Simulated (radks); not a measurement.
The numbers below are computed, except where a source is named.
Species: the nitrogen ion N4+. Configuration: [He] 2s1 (the NIST ground configuration). Level of theory: scalar-relativistic Kohn-Sham, LB94 model potential, spin-polarised, spherical densities, finite nucleus; open shells are filled with parallel spins first; Fermi nuclear charge, rms radius 2.5582 fm (a radial shooting solver on a logarithmic mesh with Libxc functionals).

Unscreened Slater integrals over Kohn-Sham orbitals (hartree). They are taken over the spin-up orbitals.

\begin{tabular}{lr}
integral & value \\ \hline
F0(2s,2s) & 0.85884 \\
F0(2s,1s) & 1.2012 \\
G0(2s,1s) & 0.10500 \\
F0(1s,1s) & 4.1504 \\
\end{tabular}
